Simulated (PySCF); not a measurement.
Rubidium: a sound run and one with changed settings

Sound run: Rb⁺ [Kr], Rb²⁺ [Ar] 3d10 4s2 4p5. Computed with PySCF 2.14 in x2c-SVPall (6s4p5d1f, 50 functions), with scalar relativity by spin-free X2C-1e. The sound run starts from symmetry-adapted Hartree-Fock orbitals and uses a fine grid where one is needed.

Changed run: radial step 0.8 in ln r (0.13 in the sound run). This setting is unsound on purpose.

```tsv
species	method	sound run (hartree)	changed run (hartree)	converged
Rb⁺	UHF	-2978.69172	-2978.69172	yes
Rb⁺	r2SCAN	-2980.52455	-2981.39737	yes
Rb⁺	PBE0	-2980.23127	-2980.80400	yes
Rb²⁺	UHF	-2977.67677	-2977.67677	yes
Rb²⁺	r2SCAN	-2979.46164	-2980.32833	yes
Rb²⁺	PBE0	-2979.17263	-2979.75351	yes
```

Ionisation energy of Rb⁺:

```csv
method,sound run (eV),changed run (eV)
UHF,27.618,27.618
r2SCAN,28.923,29.090
PBE0,28.807,28.585
```

A coarse radial grid mis-integrates the density and the exchange-correlation energy, with errors of either sign; Hartree-Fock needs no grid.

For comparison, NIST gives 27.290 eV between the lowest levels.
